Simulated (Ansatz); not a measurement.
Geometry optimisation, RHF/def2-SVP in Ansatz 0.2.0.

Input file:

```yaml
crystal:
  periodic: [false, false, false]
  atoms:
    - { symbol: Ge, position_ang: [0.0, 0.0, 0.0] }
    - { symbol: H, position_ang: [0.0, 0.0, 1.55] }
    - { symbol: F, position_ang: [1.5842, 0.0, -0.5594] }
    - { symbol: F, position_ang: [-0.7913, 1.3709, -0.5594] }
    - { symbol: F, position_ang: [-0.7913, -1.3709, -0.5594] }
basis:
  gaussian: { orbitals: def2-SVP }
hamiltonian:
  xc: hf
relax:
  f_tol: 0.02
  max_steps: 40
```

Command:

```bash
$ ansatz run input.yaml --threads 1 --pin off --max-ram 2048MiB --backend cpu --events-out ev --progress --plain --runs-dir out
```

**Question.** Where does it end, and by what steps?

**Answer.** The run converged. After 2 steps the energy has fallen by 0.079 eV; Ge1 moved furthest, 0.06 Å.

```
step  energy less start (eV)  largest force component (eV/Å)  accepted
   0                  0.0000                           2.375       yes
   1                 -0.0770                           0.307       yes
   2                 -0.0785                           0.014       yes
```

```xyz
5
Properties=species:S:1:pos:R:3
Ge 0.000 0.000 0.062
H 0.000 0.000 1.564
F 1.566 0.000 -0.585
F -0.782 1.356 -0.585
F -0.782 -1.356 -0.585
```

Time of the run: 5.6 s on 1 thread of Arm Neoverse V1 (shared host), peak memory 0.15 GiB.
